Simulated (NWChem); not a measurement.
System: BeNH3; SMILES [NH2][BeH]

```xyz
5

Be     0.0000     0.0000     0.9560
H      0.0000     0.0000     2.2917
N      0.0000     0.0000    -0.5479
H      0.0000    -0.8246    -1.1401
H      0.0000     0.8246    -1.1401
```
Atoms are numbered in this order, from 1.

All runs use the structure optimised with PBE0/def2-SVP.

Symmetry labels are those of C2v in the frame above (b1 and b2, or b-type labels, depend on it).

Q: List the 6 lowest vertical singlet excitations from BHandHLYP/6-31+G* (spherical d), TDA (NWChem).

A: 
```
state  energy (eV)  oscillator strength  symmetry  leading excitation (squared amplitude)
-----  -----------  -------------------  --------  --------------------------------------
S1            6.17                0.000        a2                    HOMO → LUMO+1 (0.78)
S2            6.19                0.089        b1                      HOMO → LUMO (0.94)
S3            7.51                0.069        a1                    HOMO → LUMO+2 (0.93)
S4            7.80                0.000        a2                    HOMO → LUMO+4 (0.70)
S5            7.87                0.180        b2                  HOMO−1 → LUMO+1 (0.83)
S6            8.06                0.004        b1                    HOMO → LUMO+3 (0.88)
```
